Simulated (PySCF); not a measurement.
## C₆ coefficients of unlike pairs at TPSSh

Calculated with PySCF 2.14 from the dipole response of each species, C₆(A,B) = (3/π) ∫ α_A(iu) α_B(iu) du, in atomic units, from isotropic polarisabilities. For ions this is the dispersion term alone; charge-induced terms of lower order in 1/R come first.

```tsv
species	configuration	basis	relativity	α (bohr³)	C₆ (like pair)
Sb²⁺	[Kr] 4d10 5s2 5p1 (2P)	aug-cc-pVQZ-PP with ECP28MDF (7s7p5d3f2g)	core potential	15.93	98.48
Xe²⁺	[Kr] 4d10 5s2 5p4 (3P)	aug-cc-pVQZ-PP with one added diffuse shell each of s, p, d, f, g type with ECP28MDF (8s8p6d4f3g)	core potential	12.80	90.58
N³⁺	[He] 2s2 (1S)	dyall-av3z (15s9p3d2f)	none	2.145	2.192
As⁺	[Ar] 3d10 4s2 4p2 (3P)	aug-cc-pVTZ-DK (7s6p4d2f)	spin-free X2C	16.68	101.0
```

(1) Estimate C₆ for As⁺ with Xe²⁺.

No spin-orbit coupling is included.

The other pairs:

```
      pair     C₆
 N³⁺, Xe²⁺  14.06
 N³⁺, Sb²⁺  14.64
 As⁺, Sb²⁺  99.42
Xe²⁺, Sb²⁺  93.47
  As⁺, N³⁺  14.74
```

## Answers

(1) The integral gives 93.68. The combination rule 2 C_A C_B / (C_A α_B/α_A + C_B α_A/α_B) gives 93.59 and the geometric mean 95.65.
